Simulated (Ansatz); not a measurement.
Input for Ansatz (an electronic-structure program): R-BHLYP/def2-TZVPPD on HCl (SMILES Cl) with ghost functions. Files ending in .json are basis or fitting sets from the Basis Set Exchange.

Ansatz 0.2 input:
```yaml
crystal:
  periodic: [false, false, false]
  atoms:
    - {symbol: Cl, position_ang: [0.24530721, 1.00910989, -1.14696121]}
    - {symbol: H, position_ang: [0.25030765, 0.59688010, 0.08579232]}
basis:
  gaussian:
    orbitals: def2-TZVPPD.json
    ghost_atoms:
      - {symbol: C, position_ang: [0.26675822, -0.84860920, 4.40908252]}
      - {symbol: C, position_ang: [0.26171059, -0.38812259, 3.03153117]}
      - {symbol: N, position_ang: [0.25803123, -0.02411345, 1.94358457]}
      - {symbol: H, position_ang: [-0.42718583, -1.68109459, 4.52621764]}
      - {symbol: H, position_ang: [1.26733008, -1.17983737, 4.68745030]}
      - {symbol: H, position_ang: [-0.03593447, -0.03916888, 5.07353538]}
hamiltonian:
  xc: {name: BHLYP}
scf: {lower_state_search: off}
```

The head of its log:

```
WARN ansatz: RAYON_NUM_THREADS=1 ignored (pool sized by the plan → 1); use --threads N
Functional definition: BHLYP
these checks for a lower state are left out or cut short: stability, starts, cluster_reference, orbital_swaps, neighbouring_geometries, increment
integrals: 0.12 GiB planned
1059 factors; their error is unknown
mean field: 1.07 GiB planned
mean field evaluation 1: about -12539.1556 eV, gradient 9.5e0 eV
mean field evaluation 2: about -12539.3125 eV, gradient 7.3e0 eV
```

Predict the final total energy.

-460.8178 hartree.
